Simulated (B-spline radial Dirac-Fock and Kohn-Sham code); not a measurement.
## Ionisation of each subshell: Ru⁺

System: the Ru⁺ ion, 1s2 2s2 2p6 3s2 3p6 3d10 4s2 4p6 4d5 5s2 (not the ground configuration); nuclear rms radius 4.4809 fm (A = 102).

Model: ΔSCF Dirac-Fock with Breit, self-energy and vacuum polarisation, finite nucleus, configuration average. Program: a B-spline atomic structure program. No correlation. Energies are counted from the vacuum level.

All terms are in eV, carry their sign (relaxation lowers the binding energy) and add up to the binding energy; ⟨r⟩ is the mean radius of the orbital in the initial state.

```
subshell  −ε (Koopmans)  relaxation   Gaunt  retardation  self-energy  vacuum polarisation  binding energy  ⟨r⟩ (bohr)
       K        22267.2      -60.04  -45.61         3.45       -23.98                 2.87               ?       0.033
      L1         3295.3      -31.20   -3.82         0.19        -2.80                 0.31          3257.9       0.145
      L2         3035.8      -34.26   -6.98         0.77         0.25                -0.01          2995.6       0.124
      L3         2904.1      -33.42   -4.99         0.88        -0.01                -0.02          2866.6       0.128
      M1          628.6      -12.07   -0.47         0.01        -0.52                 0.06           615.6       0.400
      M2          526.5      -12.39   -0.95         0.10         0.05                 0.00           513.3       0.394
      M3          503.3      -12.06   -0.60         0.12         0.01                -0.01           490.8       0.404
      M4          324.0      -13.21   -0.19         0.00         0.06                 0.00           310.7       0.381
      M5          319.6      -13.05   -0.04         0.00         0.04                 0.00           306.5       0.384
      N1          109.9       -3.39   -0.06         0.00        -0.08                 0.01           106.4       1.015
      N2          76.18       -3.10   -0.12         0.01         0.01                 0.00           72.98       1.100
      N3          72.52       -2.96   -0.06         0.02         0.01                 0.00           69.52       1.127
    N4,5          25.19       -1.88    0.01         0.00         0.01                 0.00           23.33       1.487
      O1          15.08       -0.23   -0.01         0.00        -0.01                 0.00           14.83       2.948
```

Q: Which binding energy belongs in the row of K?

A: 22143.9 eV, the sum of the terms in that row (to rounding).

For the deepest level, K (1s), the Breit terms make up -0.190 % of the binding energy, QED -0.095 % and orbital relaxation -0.271 %.

Spin-orbit splittings: 2p 129.0 eV, 3p 22.48 eV, 3d 4.15 eV, 4p 3.46 eV.

Values without a named source are computed, but for edge energies of neutral atoms, which are taken from tables.
